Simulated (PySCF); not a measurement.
Two species compared at the same levels of theory.

First species: C7H8N2O.
Atom-mapped SMILES: `[CH3:1][C:2](=[O:3])/[N:4]=[C:5]([CH3:6])/[CH:7]=[CH:8]\[C:9]#[N:10]` (hydrogens: H11, H12, H13 on C1; H14, H15, H16 on C6; H17 on C7; H18 on C8)

Second species: C₈H₁₅FO.
Bonds: C1–C2, C2–C3, C2–C4, C4–C5, C5–C6, C5–C7, C5–C8, C8–O9 (double), C8–F10. Hydrogens: H11, H12, H13 on C1; H14 on C2; H15, H16, H17 on C3; H18, H19 on C4; H20, H21, H22 on C6; H23, H24, H25 on C7.

Levels: PBE0/pcSseg-1 for dipole moment, HOMO energy, LUMO energy and HOMO–LUMO gap; GFN2-xTB for rotational constant A and rotational constant C. Geometries: GFN2-xTB. Each structure is a single optimised conformer of the isolated species, non-relativistic unless stated; the electronic structure was computed with PySCF and density fitting.

Dipoles, sizes and rotational constants follow the conformer. The torsions of the flexible species, by atom-mapped SMILES:
- `[CH3:1][C:2](=[O:3])/[N:4]=[C:5]([CH3:6])/[CH:7]=[CH:8]\[C:9]#[N:10]`: C1–C2–N4–C5 115°, N4–C5–C7–C8 17°
- `[CH3:1][CH:2]([CH3:3])[CH2:4][C:5]([CH3:6])([CH3:7])[C:8](=[O:9])[F:10]`: C1–C2–C4–C5 -176°, C2–C4–C5–C6 174°, C4–C5–C8–O9 138°

Values for the first species:

```
Dipole moment         : 5.96 D
HOMO energy           : -7.24 eV
LUMO energy           : -2.76 eV
HOMO–LUMO gap         : 4.48 eV
Rotational constant A : 1.700 GHz
Rotational constant C : 0.784 GHz
```

**Question.** Estimate the same properties for the second species, and the change in each.

**Answer.** 
| property | first | second | second less first |
| --- | --- | --- | --- |
| dipole moment | 5.96 D | 3.12 D | -2.84 D |
| HOMO energy | -7.24 eV | -8.62 eV | -1.38 eV |
| LUMO energy | -2.76 eV | -0.26 eV | +2.50 eV |
| HOMO–LUMO gap | 4.48 eV | 8.36 eV | +3.88 eV |
| rotational constant A | 1.700 GHz | 1.771 GHz | +0.071 GHz |
| rotational constant C | 0.784 GHz | 0.858 GHz | +0.074 GHz |

On the first: The dipole equals about 19.9 × 10⁻³⁰ C·m (1 D = 3.33564 × 10⁻³⁰ C·m). A dipole of 5.96 D is allowed in C1, and pure rotational transitions are dipole-allowed.

On the second: In atomic units the dipole is 1.23 e·bohr (1 au = 2.5417 D).
